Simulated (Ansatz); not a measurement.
Ansatz (a first-principles code) input (CCSD(T)/cc-pV(T+d)Z):
A basis named .json is the Basis Set Exchange file of that set.

Ansatz 0.2 input:
```yaml
crystal:
  periodic: [false, false, false]
  atoms:
    - {symbol: Si, position_ang: [-0.01740984, -0.00994009, -0.00265093]}
    - {symbol: O, position_ang: [1.43823101, -0.38609932, -0.65534898]}
    - {symbol: O, position_ang: [0.30372365, 0.53022022, 1.51275448]}
    - {symbol: O, position_ang: [-0.84866441, 1.15231028, -0.79308655]}
    - {symbol: N, position_ang: [-1.01878133, -1.42803637, -0.15552798]}
    - {symbol: H, position_ang: [1.43814923, -0.95488167, -1.42982482]}
    - {symbol: H, position_ang: [1.15454322, 0.29005193, 1.88872222]}
    - {symbol: H, position_ang: [-0.74156970, 2.05784031, -0.49088797]}
    - {symbol: H, position_ang: [-1.62223756, -1.62904400, 0.64324792]}
basis:
  gaussian:
    orbitals: cc-pV_T+d_Z.json
magnetization: {spin_polarized: true, initial_magnetization: 1}
correlation: {method: ccsd_t, electrons: outside_noble_gas}
```

End of the output:

```
integrals: 1.67 GiB planned
1280 factors; integrals over basis functions are off by at most 1.2e-3 eV
mean field: 1.07 GiB planned
mean field evaluation 1: about -15521.3628 eV, gradient 3.9e1 eV
mean field evaluation 2: about -15521.3691 eV, gradient 3.9e1 eV
mean field evaluation 4: about -15526.4838 eV, gradient 2.7e0 eV
mean field evaluation 8: about -15526.5406 eV, gradient 1.7e-1 eV
mean field evaluation 16: about -15526.5259 eV, gradient 8.0e-1 eV
mean field evaluation 32: about -15525.3300 eV, gradient 1.0e-1 eV
mean field evaluation 64: about -15525.3217 eV, gradient 6.4e-2 eV
mean field -15526.54108915 eV, -570.5898607589 hartree, gradient 1.8e-6 eV, S^2 0.758225; 3 other end points of the search recorded, 0 dependent functions left out
determinant -15526.54108915 eV, -570.5898607589 hartree, with singles and doubles -15554.57235544 eV, -571.6199907945 hartree
determinant -15525.33017433 eV, -570.5453604598 hartree, with singles and doubles -15553.39958240 eV, -571.5768921801 hartree
9 core orbitals not correlated
reference -15526.54108915 eV, -570.5898607589 hartree; 16, 15 occupied and 190, 191 virtual orbitals, 1280 factors
second order -27.32942218 eV of doubles, -0.00000000 eV of singles
coupled cluster: 8.85 GiB planned
cycle   1  -27.85863296 eV  change    -2.4e0 eV  update   2.8e-2
cycle   2  -27.92553459 eV  change   -6.7e-2 eV  update   5.7e-3
cycle   3  -27.92458564 eV  change    9.5e-4 eV  update   2.7e-3
cycle   4  -27.92451280 eV  change    7.3e-5 eV  update   9.8e-4
cycle   5  -27.92489918 eV  change   -3.9e-4 eV  update   5.1e-4
cycle   6  -27.92511514 eV  change   -2.2e-4 eV  update   2.4e-4
cycle   7  -27.92523141 eV  change   -1.2e-4 eV  update   1.3e-4
cycle   8  -27.92526863 eV  change   -3.7e-5 eV  update   6.9e-5
cycle   9  -27.92523920 eV  change    2.9e-5 eV  update   5.1e-5
cycle  10  -27.92520213 eV  change    3.7e-5 eV  update   4.2e-5
cycle  11  -27.92522785 eV  change   -2.6e-5 eV  update   3.4e-5
perturbative correction -0.97918419 eV, -0.0359843552 hartree
Total energy: -15555.44550119 eV, -571.6520783092 hartree
```

It need not be the lowest isomer of its formula.
